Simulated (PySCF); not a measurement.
**Correlation energy of Fe+ (iron, charge +1)**

[Ar] 3d6 4p1, one real determinant (an excited configuration). All numbers are calculated (PySCF 2.14, scalar relativity by spin-free X2C-1e, in x2c-TZVPPall with one added diffuse shell each of s, p, d, f type (7s6p5d3f1g, 80 functions)). Frozen: [Ar]; 7 electrons correlated.

```csv
level,correlation energy (mhartree)
CCSD,-139.60
(T),-3.33
CCSD(T),-142.93
```

Diagnostics: T1 = 0.011, D1 = 0.0310, largest double amplitude 0.050.

The real determinant used has ⟨L²⟩ near 8 against 12 for a pure F term, so it mixes terms.

Cost of the coupled-cluster step: roughly 15 core-seconds, for 7 correlated electrons.

Iterations:

```
CC2 = 0
CCSD nocc = (np.int64(6), np.int64(1)), nmo = (71, 71)
frozen orbitals [[0, 1, 2, 3, 4, 5, 6, 7, 8], [0, 1, 2, 3, 4, 5, 6, 7, 8]]
max_cycle = 100
direct = 0
conv_tol = 1e-08
conv_tol_normt = 1e-06
diis_space = 8
diis_start_cycle = 0
Init t2, MP2 energy = -0.134858373208206
Init E_corr(UCCSD) = -0.134858373208776
cycle = 1  E_corr(UCCSD) = -0.137100833815836  dE = -0.00224246061  norm(t1,t2) = 0.0323509
cycle = 2  E_corr(UCCSD) = -0.138473253629596  dE = -0.00137241981  norm(t1,t2) = 0.013271
cycle = 3  E_corr(UCCSD) = -0.13901796799946  dE = -0.00054471437  norm(t1,t2) = 0.00826448
cycle = 4  E_corr(UCCSD) = -0.13926672316575  dE = -0.000248755166  norm(t1,t2) = 0.00494965
cycle = 5  E_corr(UCCSD) = -0.139373154679525  dE = -0.000106431514  norm(t1,t2) = 0.00411542
cycle = 6  E_corr(UCCSD) = -0.139518118773716  dE = -0.000144964094  norm(t1,t2) = 0.00281255
cycle = 7  E_corr(UCCSD) = -0.139595247684349  dE = -7.71289106e-05  norm(t1,t2) = 0.00164733
cycle = 8  E_corr(UCCSD) = -0.139598470852338  dE = -3.22316799e-06  norm(t1,t2) = 0.000757703
cycle = 9  E_corr(UCCSD) = -0.139601131091433  dE = -2.66023909e-06  norm(t1,t2) = 0.000218496
cycle = 10  E_corr(UCCSD) = -0.139600826555942  dE = 3.04535491e-07  norm(t1,t2) = 0.000388625
cycle = 11  E_corr(UCCSD) = -0.139603048836804  dE = -2.22228086e-06  norm(t1,t2) = 0.000251003
cycle = 12  E_corr(UCCSD) = -0.139604444558988  dE = -1.39572218e-06  norm(t1,t2) = 7.30985e-05
cycle = 13  E_corr(UCCSD) = -0.139604391667747  dE = 5.28912413e-08  norm(t1,t2) = 2.74463e-05
cycle = 14  E_corr(UCCSD) = -0.13960428168108  dE = 1.09986667e-07  norm(t1,t2) = 1.20693e-05
cycle = 15  E_corr(UCCSD) = -0.139604240532293  dE = 4.11487872e-08  norm(t1,t2) = 4.6221e-06
cycle = 16  E_corr(UCCSD) = -0.139604263917235  dE = -2.33849421e-08  norm(t1,t2) = 2.05681e-06
cycle = 17  E_corr(UCCSD) = -0.139604298229568  dE = -3.43123332e-08  norm(t1,t2) = 1.37511e-06
cycle = 18  E_corr(UCCSD) = -0.139604341851708  dE = -4.36221396e-08  norm(t1,t2) = 1.05271e-06
cycle = 19  E_corr(UCCSD) = -0.139604369187355  dE = -2.73356475e-08  norm(t1,t2) = 7.38115e-07
cycle = 20  E_corr(UCCSD) = -0.139604389207647  dE = -2.00202914e-08  norm(t1,t2) = 5.16452e-07
cycle = 21  E_corr(UCCSD) = -0.139604392083556  dE = -2.87590896e-09  norm(t1,t2) = 3.79592e-07
UCCSD converged
E(UCCSD) = -1271.074447897156  E_corr = -0.1396043920835557
UCCSD(T) correction = -0.00332820001396457
```

The reference is one real determinant that mixes LS terms of this configuration.
